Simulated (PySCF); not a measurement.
C$_{2}$H$_{7}$S (SMILES CC[SH2+]), charge +1, singlet, geometry from GFN2-xTB; PySCF with DF-B3LYP/aug-cc-pVDZ.

Here is a job for PySCF.
```python
from pyscf import gto, scf, dft
import numpy

mol = gto.Mole()
mol.atom = '''
    C     1.53145653    0.73564742    0.10694436
    C     0.02726540    0.87468496    0.06850411
    S    -0.75523355   -0.79638233   -0.18004300
    H    -1.99146346   -0.50823109    0.28749942
    H    -0.37068924    1.30238251    0.98666784
    H    -0.29446314    1.46595224   -0.78878956
    H     1.96823129    1.72963885    0.17858664
    H     1.86336116    0.16284318    0.96947556
    H     1.91447533    0.27099735   -0.79813333
    H    -0.35804669   -1.34346000    0.99269072
'''
mol.basis = 'aug-cc-pvdz'
mol.charge = 1
mol.verbose = 4
mol.build()
print('smallest overlap eigenvalue', numpy.linalg.eigvalsh(mol.intor('int1e_ovlp'))[0])

mf = dft.RKS(mol)
mf.xc = 'b3lyp'
mf = mf.density_fit(auxbasis='def2-universal-jkfit')
mf = scf.addons.remove_linear_dep_(mf, threshold=1e-2, lindep=1e-2)
mf.kernel()
mf.analyze()
```

Q: Write the output that PySCF gives for this input, abridged.

A: 
```
PySCF version 2.14.0

[INPUT] verbose = 4
[INPUT] num. atoms = 10
[INPUT] num. electrons = 34
[INPUT] charge = 1
[INPUT] spin (= nelec alpha-beta = 2S) = 0
[INPUT] symmetry False subgroup None
[INPUT] Mole.unit = angstrom
[INPUT] Symbol           X                Y                Z      unit          X                Y                Z       unit  Magmom
[...]
nuclear repulsion = 116.501788260508
number of shells = 59
number of NR pGTOs = 197
number of NR cGTOs = 136
basis = aug-cc-pvdz
ecp = {}
input.py:26: DeprecationWarning: remove_linear_dep_ is deprecated and will be removed in a future release. Linear dependency handling is now built into the SCF procedure by default. Linear dependency removal can be controlled using the following settings:
  pyscf.scf.hf.remove_overlap_zero_eigenvalue = True
  pyscf.scf.hf.overlap_zero_eigenvalue_threshold = 1e-6

  mf = scf.addons.remove_linear_dep_(mf, threshold=1e-2, lindep=1e-2)
smallest overlap eigenvalue 0.00010449289069947197
Applying remove_linear_dep_ on SCF object.
Using canonical orthogonalization with threshold 0.01

******** <class 'pyscf.df.df_jk.DFRKS'> ********
method = DFRKS
initial guess = minao
damping factor = 0
level_shift factor = 0
DIIS = <class 'pyscf.scf.diis.CDIIS'>
diis_start_cycle = 1
diis_space = 8
diis_damp = 0
SCF conv_tol = 1e-09
SCF conv_tol_grad = None
SCF max_cycles = 50
direct_scf = False
XC library pyscf.dft.libxc version 7.1.2
    S. Lehtola, C. Steigemann, M. J. T. Oliveira, and M. A. L. Marques,  SoftwareX 7, 1–5 (2018)
XC functionals = b3lyp
    P. J. Stephens, F. J. Devlin, C. F. Chabalowski, and M. J. Frisch,  J. Phys. Chem. 98, 11623 (1994)
radial grids:
    Treutler-Ahlrichs [JCP 102, 346 (1995); DOI:10.1063/1.469408] (M4) radial grids

becke partition: Becke, JCP 88, 2547 (1988); DOI:10.1063/1.454033
pruning grids: <function nwchem_prune>
grids dens level: 3
symmetrized grids: False
atomic radii adjust function: <function treutler_atomic_radii_adjust>
small_rho_cutoff = 0
Set gradient conv threshold to 3.16228e-05
Initial guess from minao.
tot grids = 115776
******** <class 'pyscf.df.df.DF'> ********
auxbasis = def2-universal-jkfit
init E= -478.735231336042
[...]
cycle= 1 E= -478.310746004109  delta_E= 0.424  |g|= 0.313  |ddm|= 3.87
[...]
cycle= 2 E= -478.307599193352  delta_E= 0.00315  |g|= 0.345  |ddm|= 0.469
[...]
cycle= 3 E= -478.34211826645  delta_E= -0.0345  |g|= 0.0358  |ddm|= 0.244
[...]
cycle= 4 E= -478.342409691644  delta_E= -0.000291  |g|= 0.0174  |ddm|= 0.0314
[...]
cycle= 5 E= -478.34247552774  delta_E= -6.58e-05  |g|= 0.00815  |ddm|= 0.0131
[...]
cycle= 6 E= -478.342483260437  delta_E= -7.73e-06  |g|= 0.00562  |ddm|= 0.00372
[...]
cycle= 7 E= -478.342483263345  delta_E= -2.91e-09  |g|= 0.00562  |ddm|= 7.66e-06
[...]
cycle= 8 E= -478.34248328888  delta_E= -2.55e-08  |g|= 0.00561  |ddm|= 4.46e-05
[...]
cycle= 9 E= -478.342482510451  delta_E= 7.78e-07  |g|= 0.00582  |ddm|= 0.00104
[...]
cycle= 10 E= -478.342481243502  delta_E= 1.27e-06  |g|= 0.0062  |ddm|= 0.000971
[...]
cycle= 11 E= -478.342485850991  delta_E= -4.61e-06  |g|= 0.00472  |ddm|= 0.0015
[...]
cycle= 12 E= -478.342476115079  delta_E= 9.74e-06  |g|= 0.00744  |ddm|= 0.003
[...]
cycle= 13 E= -478.342472955326  delta_E= 3.16e-06  |g|= 0.00814  |ddm|= 0.00235
[...]
cycle= 14 E= -478.342476809032  delta_E= -3.85e-06  |g|= 0.0072  |ddm|= 0.00226
[...]
cycle= 15 E= -478.342477440377  delta_E= -6.31e-07  |g|= 0.00706  |ddm|= 0.000547
[...]
cycle= 16 E= -478.342477769723  delta_E= -3.29e-07  |g|= 0.00696  |ddm|= 0.000727
[...]
cycle= 17 E= -478.342480664663  delta_E= -2.89e-06  |g|= 0.0061  |ddm|= 0.00287
[...]
cycle= 18 E= -478.342479229274  delta_E= 1.44e-06  |g|= 0.00662  |ddm|= 0.00258
[...]
cycle= 19 E= -478.342480257624  delta_E= -1.03e-06  |g|= 0.00635  |ddm|= 0.000862
[...]
cycle= 20 E= -478.342481024502  delta_E= -7.67e-07  |g|= 0.00591  |ddm|= 0.00805
[...]
cycle= 21 E= -478.342478454612  delta_E= 2.57e-06  |g|= 0.00693  |ddm|= 0.00806
[...]
cycle= 22 E= -478.342477929645  delta_E= 5.25e-07  |g|= 0.00704  |ddm|= 0.00192
[...]
cycle= 23 E= -478.342478783107  delta_E= -8.53e-07  |g|= 0.00678  |ddm|= 0.000762
[...]
cycle= 24 E= -478.34247571565  delta_E= 3.07e-06  |g|= 0.0075  |ddm|= 0.00164
[...]
cycle= 25 E= -478.342477772272  delta_E= -2.06e-06  |g|= 0.00702  |ddm|= 0.00209
[...]
cycle= 26 E= -478.342476531503  delta_E= 1.24e-06  |g|= 0.00718  |ddm|= 0.0037
[...]
cycle= 27 E= -478.342476600316  delta_E= -6.88e-08  |g|= 0.00732  |ddm|= 0.00399
[...]
cycle= 28 E= -478.342477412021  delta_E= -8.12e-07  |g|= 0.00709  |ddm|= 0.00164
[...]
cycle= 29 E= -478.342476167182  delta_E= 1.24e-06  |g|= 0.00736  |ddm|= 0.00901
[...]
cycle= 30 E= -478.342475668778  delta_E= 4.98e-07  |g|= 0.00755  |ddm|= 0.00908
[...]
cycle= 31 E= -478.342477579579  delta_E= -1.91e-06  |g|= 0.00714  |ddm|= 0.00202
[...]
cycle= 32 E= -478.342477356281  delta_E= 2.23e-07  |g|= 0.00717  |ddm|= 0.000496
[...]
cycle= 33 E= -478.342476749982  delta_E= 6.06e-07  |g|= 0.00726  |ddm|= 0.00123
[...]
cycle= 34 E= -478.342473990436  delta_E= 2.76e-06  |g|= 0.008  |ddm|= 0.00329
[...]
cycle= 35 E= -478.34247673795  delta_E= -2.75e-06  |g|= 0.00718  |ddm|= 0.00408
[...]
cycle= 36 E= -478.342480321679  delta_E= -3.58e-06  |g|= 0.00644  |ddm|= 0.00356
[...]
cycle= 37 E= -478.342476195647  delta_E= 4.13e-06  |g|= 0.0075  |ddm|= 0.00263
[...]
cycle= 38 E= -478.342484996635  delta_E= -8.8e-06  |g|= 0.00479  |ddm|= 0.00566
[...]
cycle= 39 E= -478.342476696703  delta_E= 8.3e-06  |g|= 0.00726  |ddm|= 0.00523
[...]
cycle= 40 E= -478.342474439248  delta_E= 2.26e-06  |g|= 0.00776  |ddm|= 0.000828
[...]
cycle= 41 E= -478.342479245576  delta_E= -4.81e-06  |g|= 0.00672  |ddm|= 0.00283
[...]
cycle= 42 E= -478.342474327428  delta_E= 4.92e-06  |g|= 0.00804  |ddm|= 0.00354
[...]
cycle= 43 E= -478.342472731525  delta_E= 1.6e-06  |g|= 0.00813  |ddm|= 0.00322
[...]
cycle= 44 E= -478.342474782706  delta_E= -2.05e-06  |g|= 0.0076  |ddm|= 0.00201
[...]
cycle= 45 E= -478.342474358433  delta_E= 4.24e-07  |g|= 0.00769  |ddm|= 0.0029
[...]
cycle= 46 E= -478.342475692822  delta_E= -1.33e-06  |g|= 0.00734  |ddm|= 0.00403
[...]
cycle= 47 E= -478.342487216769  delta_E= -1.15e-05  |g|= 0.00409  |ddm|= 0.00429
[...]
cycle= 48 E= -478.342476564709  delta_E= 1.07e-05  |g|= 0.00724  |ddm|= 0.00432
[...]
cycle= 49 E= -478.342477873712  delta_E= -1.31e-06  |g|= 0.00722  |ddm|= 0.00279
[...]
cycle= 50 E= -478.342478384885  delta_E= -5.11e-07  |g|= 0.00684  |ddm|= 0.00402
SCF not converged.
SCF energy = -478.342478384885
**** SCF Summaries ****
Total Energy =                        -478.342478384884714
Nuclear Repulsion Energy =             116.501788260508263
One-electron Energy =                 -879.013355869481529
Two-electron Energy =                  284.169089224088566
Two-electron Coulomb Energy =          323.070219728681764
DFT Exchange-Correlation Energy =      -38.901130504593198
HOMO-LUMO gap [eV] =                     8.736393459809866
**** MO energy ****
[...]
 ** Mulliken pop on meta-lowdin orthogonal AOs  **
 ** Mulliken pop  **
 ** Mulliken atomic charges  **
charge of    0C =     -0.32166
charge of    1C =     -0.20026
charge of    2S =      0.46816
charge of    3H =      0.16210
charge of    4H =      0.15164
charge of    5H =      0.15806
charge of    6H =      0.16255
charge of    7H =      0.12767
charge of    8H =      0.13311
charge of    9H =      0.15864

WARN: System has nonzero charge 1; the dipole moment is origin-dependent.
Location of origin: [0. 0. 0.]

Dipole moment(X, Y, Z, Debye): -1.87182, -0.53732,  1.05365
```

Convergence was not reached.
